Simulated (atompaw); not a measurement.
## Hf: one change to a PAW (atompaw) potential, before and after

hafnium, PAW, made with atompaw 4.2.0.5 (LDA (PW92), scalar-relativistic). Core [Kr] 4d10 4f14 5s2, reference 5p6 5d2 6s2 6p0. Waves: 6s (bound): rc 3.00 bohr; 6s channel at 2.7 Ry: rc 3.00 bohr; 5p (bound): rc 2.10 bohr; 6p (bound, empty): rc 1.85 bohr; 5d (bound): rc 3.00 bohr; 5d channel at 1.9 Ry: rc 3.00 bohr. Local part: bessel scheme, radius 2.80 bohr. Core correction: smooth core density matched at 1.75 bohr. Augmentation charge: besselshape compensation charge, radius 2.25 bohr; PAW radius 3.00 bohr; waves and projectors: custom rrkj gramschmidtortho.

Change: core [Xe] 4f14, valence charge 4; reference 5d2 6s2 6p0; waves now 6s (bound): rc 3.00 bohr; 6s channel at 3.3 Ry: rc 3.00 bohr; 6p (bound): rc 3.00 bohr; 6p channel at 0.8 Ry: rc 3.00 bohr; 5d (bound): rc 3.00 bohr; 5d channel at 3.7 Ry: rc 3.00 bohr; local potential bessel scheme, radius 2.25 bohr; core correction smooth core density matched at 2.05 bohr; augmentation besselshape compensation charge, radius 2.60 bohr; PAW radius 3.00 bohr; waves and projectors: custom rrkj gramschmidtortho.

Cutoffs: the cutoffs (Ry, on a coarse ladder) from which the occupation-weighted sum of valence levels, in a spherical-Bessel basis at the reference potential, stays within 10 and 1 mRy of its value at 400 Ry; they do not see the model core or the augmentation charge, which bear on the density cutoff.

Task: What does the change do?

Result: The potential gets softer (18 Ry and 30 Ry → 10 Ry and 12 Ry); the range in which the d phases agree narrows (upper end at the end of the scan → 0.8); neither file shows a bound ghost. The shells moved into the core no longer need plane waves of their own. Several settings change at once here, so the effects cannot be laid on one of them.

| quantity | base | changed |
| --- | --- | --- |
| cutoff, loose | 18 Ry | 10 Ry |
| cutoff, tight | 30 Ry | 12 Ry |
| bound ghosts | none | none |
| s: phases at 3.00 bohr within 0.05 rad from the reference energy up to (Ry; the scan ends near 5) | n/a | 4.2 |
| p: phases at 3.00 bohr within 0.05 rad from the reference energy up to (Ry; the scan ends near 5) | to the end of the scan | 3.9 |
| d: phases at 3.00 bohr within 0.05 rad from the reference energy up to (Ry; the scan ends near 5) | to the end of the scan | 0.8 |
| lowest overlap eigenvalue by channel | s 0.69, p 0.29, d 0.87 | s 0.65, p 0.63, d 0.75 |

 The cutoffs see the waves, projectors and local potential, not the compensation charge or the core.
